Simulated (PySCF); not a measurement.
Computed IR spectrum (relative IR intensity) of a molecule C₆H₁₀. The structure is a stationary point at PBE-D3(BJ)/def2-SVP. Other conformers were not sampled. Method: PySCF 2.14.0 with PBE-D3(BJ)/def2-SVP. Harmonic, unscaled wavenumbers; measured fundamentals usually lie a few per cent lower.

ν (cm⁻¹): 357 (m), 446 (w), 765 (w), 803 (m), 874 (vw), 889 (m), 917 (vw), 960 (w), 964 (w), 1011 (vw), 1044 (w), 1156 (w), 1196 (w), 1270 (m), 1301 (m), 1338 (w), 1343 (vw), 1392 (m), 1401 (m), 1414 (w), 1419 (w), 1674 (m), 2952 (s), 2955 (s), 2959 (s), 2962 (s), 3017 (s), 3020 (m), 3049 (vs), 3065 (m), 3105 (m) (against the strongest line: vs over 80 %, s over 45 %, m over 15 %, w over 4 %, vw less)

**Question.** Identify the compound among the candidates.
A. CC1=C[C@@H](C)C1
B. CCC1=CCC1
C. C[C@@H]1C=C[C@@H]1C
D. C=C=CCCC

**Answer.** A, CC1=C[C@@H](C)C1
